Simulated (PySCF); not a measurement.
PySCF input for Al(F)(NHMe)(OH) (CH5AlFNO), SMILES C[NH][Al]([OH])[F], PBE/pcSseg-1. The structure is a stationary point at r2SCAN-D4/def2-SVP. The structure was generated by enumeration; whether it is a known compound was not checked. One conformer was computed; it need not be the lowest.

```python
import numpy as np
from pyscf import gto, scf, dft
from pyscf.prop.nmr import rks as nmr

mol = gto.M(
    atom='''
    Al   -0.03302468   -0.53618784    0.00000000
    F    -1.07656872   -1.83316610   -0.00000000
    N    -0.68425059    1.09960193   -0.00000000
    C     0.06971554    2.34067812    0.00000000
    H    -1.68890067    1.25344496   -0.00000000
    H    -0.13445223    2.96405627   -0.89145064
    H    -0.13445224    2.96405627    0.89145065
    H     1.14910502    2.12256862    0.00000000
    O     1.64738468   -0.74904322   -0.00000000
    H     2.11952288   -1.58412574    0.00000000
    ''',
    basis='pcSseg-1',
    charge=0,
    spin=0,
    max_memory=1600,
    verbose=3,
)
mf = dft.RKS(mol, xc='pbe')
mf.grids.level = 3
mf.conv_tol = 1e-10
mf.max_cycle = 100
mf.kernel()
n = nmr.NMR(mf)
n.verbose = 2
n.max_cycle_cphf = 60
sigma = n.kernel()
print('atom   isotropic/ppm   span/ppm')
for i, s in enumerate(sigma):
    w = np.linalg.eigvalsh((s + s.T) / 2)
    print(f'{mol.atom_symbol(i):2s}{i + 1:3d} {w.mean():14.3f} {w[2] - w[0]:11.3f}')
```

It prints:

```
converged SCF energy = -513.060413001583
atom   isotropic/ppm   span/ppm
Al  1        446.015     120.476
F   2        354.334     145.513
N   3        245.875      51.743
C   4        145.994      59.897
H   5         31.217      18.485
H   6         28.303      12.001
H   7         28.303      12.001
H   8         28.302       9.617
O   9        327.106      43.096
H  10         30.141      21.747
```

The calculation finished and met its thresholds.

Cost: about 25 core-seconds (a rough figure).
